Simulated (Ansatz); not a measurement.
Geometry optimisation, RKS PBE/def2-SVP (Ansatz 0.2.0).

The input (input.yaml):

```yaml
crystal:
  periodic: [false, false, false]
  atoms:
    - { symbol: Ti, position_ang: [0.424052, 0.148912, -0.112418] }
    - { symbol: F, position_ang: [0.106978, -0.128677, 1.638813] }
    - { symbol: F, position_ang: [2.134152, -0.049712, -0.351388] }
    - { symbol: F, position_ang: [0.021309, 1.753145, -0.645411] }
    - { symbol: F, position_ang: [-0.363491, -1.058634, -1.098194] }
    - { symbol: O, position_ang: [-2.530255, 0.106175, 0.854677] }
    - { symbol: Si, position_ang: [-3.645476, -1.023341, 0.264077] }
    - { symbol: H, position_ang: [-3.042851, -2.390962, 0.112871] }
    - { symbol: H, position_ang: [-4.849306, -1.131187, 1.157515] }
    - { symbol: H, position_ang: [-4.068943, -0.49472, -1.0671] }
    - { symbol: H, position_ang: [-2.01437, -0.163801, 1.653858] }
basis:
  gaussian: { orbitals: def2-SVP }
hamiltonian:
  xc: pbe
relax:
  f_tol: 0.03
  max_steps: 50
```

Command:

```bash
$ ansatz run input.yaml --threads 4 --pin off --max-ram 5120MiB --backend cpu --events-out ev --progress --plain --runs-dir out
```

Problem. Where does it end, and by what steps?

Solution. The run converged. After 9 steps the energy has fallen by 0.282 eV; H10 moved furthest, 0.57 Å. Joined: Ti1–O6 (3.11 → 2.31 Å).

| step | energy less start (eV) | largest force component (eV/Å) | accepted |
| --- | --- | --- | --- |
| 0 | 0.0000 | 0.914 | yes |
| 1 | -0.0976 | 0.510 | yes |
| 2 | -0.1841 | 0.778 | yes |
| 3 | -0.2290 | 0.913 | yes |
| 4 | -0.2617 | 0.311 | yes |
| 5 | -0.2732 | 0.180 | yes |
| 6 | -0.2793 | 0.144 | yes |
| 7 | -0.2810 | 0.069 | yes |
| 8 | -0.2811 | 0.085 | yes |
| 9 | -0.2816 | 0.015 | yes |

```xyz
11
Properties=species:S:1:pos:R:3
Ti 0.023 0.088 -0.004
F 0.295 -0.189 1.727
F 1.680 0.016 -0.563
F -0.416 1.725 -0.438
F -0.685 -1.175 -1.036
O -2.119 -0.061 0.848
Si -3.377 -1.007 0.148
H -3.054 -2.470 0.200
H -4.617 -0.746 0.955
H -3.534 -0.510 -1.249
H -2.023 -0.105 1.819
```

The run took 26 s on 4 threads of Arm Neoverse V1 (shared host), peak memory 0.23 GiB.
